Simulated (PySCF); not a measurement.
Molecule: `InChI=1S/C3H5.Al.2H/c1-2-3-1;;;/h1H,2-3H2;;;`.

Geometry (Å), atoms numbered from 1 in this order:
```xyz
11

Al    1.868    0.002    0.278
C    -0.024   -0.320    0.529
C    -0.922   -0.542   -0.683
C    -1.041    0.723    0.083
H     2.302    0.827   -1.017
H     2.967   -0.526    1.303
H    -0.339   -0.886    1.414
H    -1.720   -1.283   -0.585
H    -0.479   -0.504   -1.684
H    -1.923    0.864    0.715
H    -0.682    1.648   -0.381
```

Geometry PBE0-D3(BJ)/def2-SVP throughout; GIAO in PySCF, gas phase, one conformer, non-relativistic; equivalent atoms averaged; functional PBE0.

Problem. How do the shifts δ (against AlH4-, TMS at the same level) depend on the basis set? (ppm; last column core-seconds on shared hosts with different chips, so compare them loosely)

Solution. 
```
    basis set  functions    Al1  C3/C4    C2  H5/H6  H8/H10  H9/H11     H7  core-s
     pcSseg-0         54  238.3    4.8   0.5   6.29    1.01    0.72  -0.12     3.1
       6-31G*         74  200.3    4.0   0.4   5.77    0.81    0.65  -0.37     4.5
      cc-pVDZ         95  191.1    4.0   1.2   5.35    0.71    0.53  -0.46     5.5
     def2-SVP         95  196.1    2.7  -1.6   5.23    0.65    0.42  -0.56     5.3
     pcSseg-1        110  210.9    2.7  -2.6   5.12    0.79    0.49  -0.48     6.3
6-311+G(2d,p)        158  213.6    2.0  -2.6   5.33    0.71    0.48  -0.51      11
  aug-cc-pVDZ        159  196.6    2.4   0.1   5.38    0.78    0.56  -0.34      10
    def2-TZVP        172  208.5    2.0  -2.4   5.27    0.76    0.53  -0.48      12
     IGLO-III        219  202.8    1.9  -3.0   5.13    0.74    0.52  -0.46      16
      cc-pVTZ        222  211.2    2.5  -2.4   5.12    0.75    0.53  -0.45      17
```

Problem. Which nucleus moves most, in ppm?

Solution. Al1 (aluminium bonded to C, 2 H): from 191.1 ppm with cc-pVDZ to 238.3 ppm with pcSseg-0. The smallest spread is 0.30 ppm, at H9/H11. Proton shifts span only some 12 ppm, so a few tenths of a ppm matter as much there as several ppm in carbon.

Problem. Taking the largest basis, cc-pVTZ (222 functions), as the yardstick, rank the others by their worst heavy-atom deviation.

Solution. pcSseg-1 0.3 ppm (110 functions), 6-311+G(2d,p) 2.4 ppm (158 functions), def2-TZVP 2.7 ppm (172 functions), IGLO-III 8.4 ppm (219 functions), 6-31G* 10.9 ppm (74 functions), aug-cc-pVDZ 14.7 ppm (159 functions), def2-SVP 15.1 ppm (95 functions), cc-pVDZ 20.1 ppm (95 functions), pcSseg-0 27.0 ppm (54 functions).

A small basis that lands close on one nucleus may do so by chance; judge by the trend and by all nuclei.
